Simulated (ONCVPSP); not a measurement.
# PBE ONCV dataset for Fe, fully relativistic all-electron reference.

Input for ONCVPSP 4.0.1:

```
# ATOM AND REFERENCE CONFIGURATION
# atsym  z   nc   nv     iexc    psfile
  Fe 26.00    5    2        4      upf
#
#   n    l    f
    1    0    2.00
    2    0    2.00
    2    1    6.00
    3    0    2.00
    3    1    6.00
    3    2    6.00
    4    0    2.00
#
# PSEUDOPOTENTIAL AND OPTIMIZATION
# lmax
    2
#
#   l,   rc,      ep,       ncon, nbas, qcut
    0    2.55    0.00    3    6    2.50
    1    2.15    0.21    5    9    4.30
    2    1.20    0.00    4    9   11.60
#
# LOCAL POTENTIAL
# lloc, lpopt,  rc(5),   dvloc0
    2    5    1.20    0.00
#
# VANDERBILT-KLEINMAN-BYLANDER PROJECTORs
# l, nproj, debl
    0    2    2.20
    1    2    3.10
    2    0    2.90
#
# MODEL CORE CHARGE
# icmod, fcfact, rcfact
    3    5.00    1.45
#
# LOG DERIVATIVE ANALYSIS
# epsh1, epsh2, depsh
   -2.00    5.00    0.02
#
# OUTPUT GRID
# rlmax, drl
    6.00    0.01
#
# TEST CONFIGURATIONS
# ncnf
    4
# nvcnf
#   n    l    f
    2
    3    2    6.00
    4    0    1.00
#
    2
    3    2    6.00
    4    0    0.00
#
    2
    3    2    5.00
    4    0    0.00
#
    2
    3    2    6.00
    4    0    1.50
#
```

Command:

```bash
oncvpspr.x < Fe.dat > Fe.out
```

Resulting log (shortened: citation, most of the input echo, consistency checks and plot data are left out):

```
ONCVPSP  (Optimized Norm-Conservinng Vanderbilt PSeudopotential)
relativistic version 4.0.1

#   n    l    f        energy (Ha)
    1    0    2.00    -2.5715001D+02
    2    0    2.00    -3.0115675D+01
    2    1    6.00    -2.5507753D+01    -2.5966419D+01
    3    0    2.00    -3.4542983D+00
    3    1    6.00    -2.1873348D+00    -2.2440039D+00
    3    2    6.00    -2.7358083D-01    -2.7916795D-01
    4    0    2.00    -1.9446407D-01

Reference configufation results
  iterations    29
  all-electron total energy (Ha)   -1.27247554D+03

Begin loop to  construct optimized pseudo wave functions
and semi-local pseudopoentials for all angular momenta

   Wellstate for l =  0  n =  6 kap= -1
     eigenvalue =   2.0055
     asymptotic potential =   2.5055
     half-point radius =  4.2829

Calculating optimized projector #   1

 for l=   0

    Fraction of norm inside rc  0.405399
    Optimizing pswf for qcut=   2.49 a_B^-1,  ecut=   3.11 Ha
    Residual kinetic energy error=  1.19D-03 Ha

    Energy error per electron        Cutoff
         Ha          eV             Ha
         0.01000     0.27211        1.65
         0.00100     0.02721        3.46
         0.00010     0.00272       12.95
         0.00001     0.00027       23.71

Calculating optimized projector #   2

 for l=   0

    Fraction of norm inside rc  0.179002
    Optimizing pswf for qcut=   2.49 a_B^-1,  ecut=   3.11 Ha
    Residual kinetic energy error=  1.39D-01 Ha

    Energy error per electron        Cutoff
         Ha          eV             Ha
         0.01000     0.27211        8.29
         0.00100     0.02721       18.58
         0.00010     0.00272       27.14
         0.00001     0.00027       49.28

   Wellstate for l =  1  n =  5 kap= -2
     eigenvalue =   0.2100
     asymptotic potential =   0.7100
     half-point radius = 10.2524

   Wellstate for l =  1  n =  6 kap= -2
     eigenvalue =   3.3100
     asymptotic potential =   3.8100
     half-point radius =  3.5695

Calculating optimized projector #   1

 for l=   1

    Fraction of norm inside rc  0.081957
    Optimizing pswf for qcut=   4.30 a_B^-1,  ecut=   9.27 Ha
    Residual kinetic energy error=  1.91D-04 Ha

    Energy error per electron        Cutoff
         Ha          eV             Ha
         0.01000     0.27211        0.89
         0.00100     0.02721        2.91
         0.00010     0.00272       19.78
         0.00001     0.00027       52.72

Calculating optimized projector #   2

 for l=   1

    Fraction of norm inside rc  0.155815
    Optimizing pswf for qcut=   4.30 a_B^-1,  ecut=   9.27 Ha
    Residual kinetic energy error=  5.18D-02 Ha

    Energy error per electron        Cutoff
         Ha          eV             Ha
         0.01000     0.27211       43.70
         0.00100     0.02721       69.57
         0.00010     0.00272       76.88
         0.00001     0.00027       91.93

   Wellstate for l =  1  n =  4 kap=  1
     eigenvalue =   0.2100

   Wellstate for l =  1  n =  6 kap=  1
     eigenvalue =   3.0717

Calculating optimized projector #   1

 for l=   1

    Fraction of norm inside rc  0.115664
    Optimizing pswf for qcut=   4.30 a_B^-1,  ecut=   9.27 Ha
    Residual kinetic energy error=  3.52D-04 Ha

    Energy error per electron        Cutoff
         Ha          eV             Ha
         0.01000     0.27211        0.79
         0.00100     0.02721        3.06
         0.00010     0.00272       34.84
         0.00001     0.00027       54.89

Calculating optimized projector #   2

 for l=   1

    Fraction of norm inside rc  0.157018
    Optimizing pswf for qcut=   4.30 a_B^-1,  ecut=   9.27 Ha
    Residual kinetic energy error=  7.26D-02 Ha

    Energy error per electron        Cutoff
         Ha          eV             Ha
         0.01000     0.27211       56.52
         0.00100     0.02721       70.82
         0.00010     0.00272       77.70
         0.00001     0.00027       93.67

Calculating optimized projector #   1

 for l=   2

    Fraction of norm inside rc  0.641431
    Optimizing pswf for qcut=  11.61 a_B^-1,  ecut=  67.34 Ha
    Residual kinetic energy error=  5.16D-05 Ha

    Energy error per electron        Cutoff
         Ha          eV             Ha
         0.01000     0.27211       48.62
         0.00100     0.02721       57.58
         0.00010     0.00272       64.82
         0.00001     0.00027      184.20

Calculating optimized projector #   1

 for l=   2

    Fraction of norm inside rc  0.645226
    Optimizing pswf for qcut=  11.61 a_B^-1,  ecut=  67.34 Ha
    Residual kinetic energy error=  5.27D-05 Ha

    Energy error per electron        Cutoff
         Ha          eV             Ha
         0.01000     0.27211       48.70
         0.00100     0.02721       57.64
         0.00010     0.00272       64.88
         0.00001     0.00027      186.22

Construct Vanderbilt / Kleinmman-Bylander projectors

B matrix Hermiticity error, ll=  0  kap= -1
   1   2   -8.0528D-05

  Orthonormal projector coefficients  1.2802E+01  1.0795E+00

B matrix Hermiticity error, ll=  1  kap= -2
   1   2    8.3735D-05

  Orthonormal projector coefficients  1.1391E+01  1.5256E+00

B matrix Hermiticity error, ll=  1  kap=  1
   1   2   -1.0156D-04

  Orthonormal projector coefficients  1.2056E+01  1.5883E+00

 Orthonormal scalar projector coefficients, l =  1
  1.1609E+01  1.5460E+00  2.3572E-03  1.3147E-03

 Orthonormal spin-orbit projector coefficients, l =  1
 -5.6646E-01  1.4039E-01 -9.0025E-02  3.1076E-02

 Orthonormal scalar projector coefficients, l =  2

 Orthonormal spin-orbit projector coefficients, l =  2

Model core correction analysis
  based on d2Exc/dn_idn_j

d2excae - all-electron derivatives

   -2.234201D-02   -6.234847D-03
   -6.233670D-03   -2.812572D-02

d2excps - pseudofunction derivatives with no core correction

   -4.920155D-02   -8.598293D-03
   -8.596116D-03   -3.172575D-02

rms 2nd derivative error    1.365250E-02

rmatch, rhocmatch    1.2684    2.0069

Teter function model core charge with specified parameters

d2excps - pseudofunction derivatives with core correction

   -3.555994D-02   -7.105964D-03
   -7.104816D-03   -2.992693D-02

rms 2nd derivative error    6.698429E-03

Pseudoatom total energy  -21.167431

Diagnostic tests using Vanderbilt-Kleinman-Bylander pseudopotentials
  relativistic with J = L +/- 1/2 projectors

   l  kap   rcore       rmatch      e in        delta e    norm test   slope test

   0  -1   2.5539632   2.6315071  -0.1944641   0.0000219   1.0000482   1.0006610
   0  -1   2.5539632   2.6315071   2.0055359   0.0001746   1.0000537   1.0000537

   1  -2   2.1600867   2.2256716   0.2100000   0.0000020   0.9998525   0.9998525
   1   1   2.1600867   2.2256716  -0.0282865   0.0000022   0.9999614   0.9999614
   1  -2   2.1600867   2.2256716   3.3100000   0.0000240   1.0001527   1.0001527
   1   1   2.1600867   2.2256716   3.3022320   0.0000255   1.0001522   1.0001522

   2  -3   1.2019020   1.2383944  -0.2735808  -0.0022288   1.0003906   0.9963400
   2   2   1.2019020   1.2383944  -0.2791680   0.0033583   0.9993978   1.0054939

Diagnostic tests using Vanderbilt-Kleinman-Bylander pseudopotentials
  relativistic with scalar and spin-orbit non-local projectors

   l  kap   rcore       rmatch      e in        delta e    norm test   slope test

   0  -1   2.5539632   2.6315071  -0.1944641   0.0000219   1.0000482   1.0006610
   0  -1   2.5539632   2.6315071   2.0055359   0.0001746   1.0000537   1.0000537

   1  -2   2.1600867   2.2256716   0.2100000  -0.0001488   1.0000288   1.0000288
   1   1   2.1600867   2.2256716  -0.0282865  -0.0001309   1.0000559   1.0000559
   1  -2   2.1600867   2.2256716   3.3100000  -0.0003804   1.0002647   1.0002647
   1   1   2.1600867   2.2256716   3.3022320  -0.0003539   1.0002797   1.0002797

   2  -3   1.2019020   1.2383944  -0.2735808  -0.0022288   1.0003906   0.9963400
   2   2   1.2019020   1.2383944  -0.2791680   0.0033583   0.9993978   1.0054939

Ghost test for J = L + 1/2

 Testing for bound ghosts
   n   l    E NL Schr. Eq   E Basis Diag.   E Cutoff

       0                       -4.960923     19.19  WARNING - GHOST(-)
   1   0       -0.194442       -0.191960     19.19

   2   1       -0.048540       -0.009467     84.05

 Testing for highly-localized positive-energy ghosts
       l    <radius>/rc     E Basis Diag.   E Cutoff

       1        0.421274        0.527084     84.05  WARNING - GHOST(+)

Ghost test for J = L - 1/2

 Testing for bound ghosts
   n   l    E NL Schr. Eq   E Basis Diag.   E Cutoff

       0                       -4.960923     19.19  WARNING - GHOST(-)
   1   0       -0.194442       -0.191960     19.19

   2   1       -0.049778       -0.011853     84.05

 Testing for highly-localized positive-energy ghosts
       l    <radius>/rc     E Basis Diag.   E Cutoff

       1        0.406357        0.659310     84.05  WARNING - GHOST(+)

Test configuration 0

   n   l kap    f        eae           eps        diff
   1   0  -1  2.0000 -257.15001016
   2   0  -1  2.0000  -30.11567543
   2   1  -2  4.0000  -25.50775347
   2   1   1  2.0000  -25.96641888
   3   0  -1  2.0000   -3.45429830
   3   1  -2  4.0000   -2.18733480
   3   1   1  2.0000   -2.24400391
   3   2  -3  3.6000   -0.27358083   -0.27580962   -2.23E-03
   3   2   2  2.4000   -0.27916795   -0.27580962    3.36E-03
   4   0  -1  2.0000   -0.19446407   -0.19444219    2.19E-05

    Total energies and differences
      AE_ref= -1.27247554E+03  AE_tst= -1.27247554E+03  dif=  0.00E+00
      PS_ref= -2.11674307E+01  PS_tst= -2.11674307E+01  dif=  1.07E-14
      PSP excitation error= -1.07E-14

Test configuration 1

   n   l kap    f        eae           eps        diff
   1   0  -1  2.0000 -257.46580213
   2   0  -1  2.0000  -30.42438674
   2   1  -2  4.0000  -25.81703666
   2   1   1  2.0000  -26.27575881
   3   0  -1  2.0000   -3.76760166
   3   1  -2  4.0000   -2.50116925
   3   1   1  2.0000   -2.55773237
   3   2  -3  3.6000   -0.58410111   -0.58638277   -2.28E-03
   3   2   2  2.4000   -0.58977319   -0.58638277    3.39E-03
   4   0  -1  1.0000   -0.45303649   -0.45485555   -1.82E-03

    Total energies and differences
      AE_ref= -1.27247554E+03  AE_tst= -1.27215474E+03  dif=  3.21E-01
      PS_ref= -2.11674307E+01  PS_tst= -2.08460029E+01  dif=  3.21E-01
      PSP excitation error= -6.26E-04

Test configuration 2

   n   l kap    f        eae           eps        diff
   1   0  -1  2.0000 -257.83638984
   2   0  -1  2.0000  -30.78444294
   2   1  -2  4.0000  -26.17793490
   2   1   1  2.0000  -26.63674226
   3   0  -1  2.0000   -4.13242838
   3   1  -2  4.0000   -2.86615709
   3   1   1  2.0000   -2.92265267
   3   2  -3  3.6000   -0.94274135   -0.94889055   -6.15E-03
   3   2   2  2.4000   -0.94853566   -0.94889055   -3.55E-04
   4   0  -1  0.0000   -0.74220355   -0.74220355    0.00E+00

    Total energies and differences
      AE_ref= -1.27247554E+03  AE_tst= -1.27155928E+03  dif=  9.16E-01
      PS_ref= -2.11674307E+01  PS_tst= -2.02456603E+01  dif=  9.22E-01
      PSP excitation error= -5.52E-03

Test configuration 3

   n   l kap    f        eae           eps        diff
   1   0  -1  2.0000 -258.54823123
   2   0  -1  2.0000  -31.51958311
   2   1  -2  4.0000  -26.91107021
   2   1   1  2.0000  -27.36970321
   3   0  -1  2.0000   -4.81948023
   3   1  -2  4.0000   -3.54348723
   3   1   1  2.0000   -3.60156509
   3   2  -3  3.0000   -1.58543153   -1.61559491   -3.02E-02
   3   2   2  2.0000   -1.59196815   -1.61559491   -2.36E-02
   4   0  -1  0.0000   -1.15009694   -1.15009694    0.00E+00

    Total energies and differences
      AE_ref= -1.27247554E+03  AE_tst= -1.27030163E+03  dif=  2.17E+00
      PS_ref= -2.11674307E+01  PS_tst= -1.89737853E+01  dif=  2.19E+00
      PSP excitation error= -1.97E-02

Test configuration 4

   n   l kap    f        eae           eps        diff
   1   0  -1  2.0000 -257.30040972
   2   0  -1  2.0000  -30.26299232
   2   1  -2  4.0000  -25.65531975
   2   1   1  2.0000  -26.11400975
   3   0  -1  2.0000   -3.60381072
   3   1  -2  4.0000   -2.33713013
   3   1   1  2.0000   -2.39374543
   3   2  -3  3.6000   -0.42207973   -0.42407996   -2.00E-03
   3   2   2  2.4000   -0.42770427   -0.42407996    3.62E-03
   4   0  -1  1.5000   -0.31933712   -0.31983155   -4.94E-04

    Total energies and differences
      AE_ref= -1.27247554E+03  AE_tst= -1.27234750E+03  dif=  1.28E-01
      PS_ref= -2.11674307E+01  PS_tst= -2.10392950E+01  dif=  1.28E-01
      PSP excitation error= -9.74E-05
```

Note: ghosts flagged at negative energy: s at -135.0 eV; GHOST(+) flagged for p3/2 at 14.3 eV, p1/2 at 17.9 eV. A true bound ghost makes a file unfit for plane-wave use.

The run took about 4.5 s on one core of a shared server CPU.
